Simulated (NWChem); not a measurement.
System: C$_{4}$H$_{4}$O$_{2}$; SMILES O=C1CC=CO1

```xyz
10

O      0.0171     2.0094     0.0000
C     -0.0158     0.8206     0.0000
C     -1.2047    -0.1261     0.0000
C     -0.5539    -1.4697     0.0000
C      0.7653    -1.2673     0.0000
O      1.1269     0.0547     0.0000
H     -1.8325     0.0782    -0.8837
H     -1.8325     0.0782     0.8837
H     -1.0547    -2.4356     0.0000
H      1.5980    -1.9690     0.0000
```
Atoms are numbered in this order, from 1.

Computed with NWChem. Coordinates come from a PBE0/def2-SVP optimisation. Level: PBE0/def2-SVP with SMD (1 M gas to 1 M solution), gas-phase geometry.

Q: Predict the results for solvent toluene. Quantities: solvation free energy (kcal/mol); cavity-dispersion-structure term (kcal/mol); dipole in solution (D).

A: The solvation free energy (kcal/mol) comes out as -5.4, the cavity-dispersion-structure term (kcal/mol) is -2.1 and the dipole in solution (D) is 4.15.
